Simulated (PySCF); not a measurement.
**Working out the excitation energy of C**

C [He] 2s2 2p2 (3P) → C [He] 2s2 2p1 3s1 (3P). Computed with PySCF 2.14 in aug-cc-pVTZ-DK (5s4p3d2f, 46 functions), with the spin-free X2C one-electron Hamiltonian (Gaussian nucleus). Frozen: 1s2. Energies in hartree (1 hartree = 27.21139 eV):

```
             part   C (lower)   C (upper)
              UHF  -37.706756  -37.429087
MP2 opposite-spin   -0.054935   -0.051511
    MP2 same-spin   -0.012830   -0.006460
```

**Question.** What does Hartree-Fock give?

**Answer.** (-37.429087) − (-37.706756) = 0.277669 hartree = 7.556 eV.

**Question.** What do MP2 and SCS-MP2 (6/5 opposite-spin, 1/3 same-spin) give?

**Answer.** The opposite-spin parts differ by 0.093 eV and the same-spin parts by 0.173 eV. MP2: 7.556 + (0.093) + (0.173) = 7.822 eV. SCS-MP2: 7.556 + 1.2 × (0.093) + (0.173)/3 = 7.725 eV.

Measured between the centres of the two terms (NIST): 7.482 eV, so MP2 (valence) is off by 0.340 eV.

What remains against the reference includes basis incompleteness, the frozen core and correlation beyond second order.
